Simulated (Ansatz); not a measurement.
Total energies of H6OSSiSn (`O[SiH](S)[SnH3]`).

```xyz
10

O    -1.017   -1.768   -0.622
Si    0.156   -0.626   -0.830
S     2.049   -1.486   -0.388
Sn   -0.273    1.425    0.659
H    -1.925   -1.464   -0.566
H     0.291   -0.239   -2.260
H     1.844   -1.549    0.939
H    -1.934    1.843    0.689
H     0.606    2.783    0.116
H     0.203    1.080    2.264
```

Total charge 0; spin multiplicity 1. Correlated methods include outer-core shells of Sn, which these sets cover unevenly. Sn: def2 effective core potential. Geometry: relaxed with PBE0-D4/def2-TZVP. It is one conformer, not always the lowest. Basis def2-TZVPP, Ansatz.

RPA on PBE orbitals: Hartree–Fock energy of these orbitals -978.22660 Eh, correlation -1.41066 Eh (frozen core).

```
             functional  energy without D4 (Eh)  D4 term (kJ/mol)
            LDA (SPW92)              -977.48741                 –
                    PBE              -980.52022             -25.2
                 revPBE              -980.81863             -62.8
                   BLYP              -980.84826             -53.3
                 r2SCAN              -980.92533              -6.0
                 B97M-V              -980.74348                 –
                   PBE0              -980.59663             -21.7
                  B3LYP              -981.05091             -41.2
                r2SCANh              -980.90609              -6.5
                r2SCAN0              -980.87852              -7.3
HSE06 (plane-wave form)              -980.57700             -20.6
                  BHLYP              -980.82200             -36.6
              CAM-B3LYP              -980.90882             -22.7
                LC-ωPBE              -980.72685                 –
                ωB97X-V              -980.78624                 –
                ωB97M-V              -980.80793                 –
                 B2PLYP              -980.42310                 –
               PBE-QIDH              -980.22208                 –
```

B3LYP takes the VWN-RPA correlation (the form of Gaussian; ORCA's B3LYP/G). HSE06 is the plane-wave form, built on full-range PBE exchange. The double hybrids freeze the cores in their second-order part.

LC-ωPBE has ω = 0.4 bohr⁻¹.
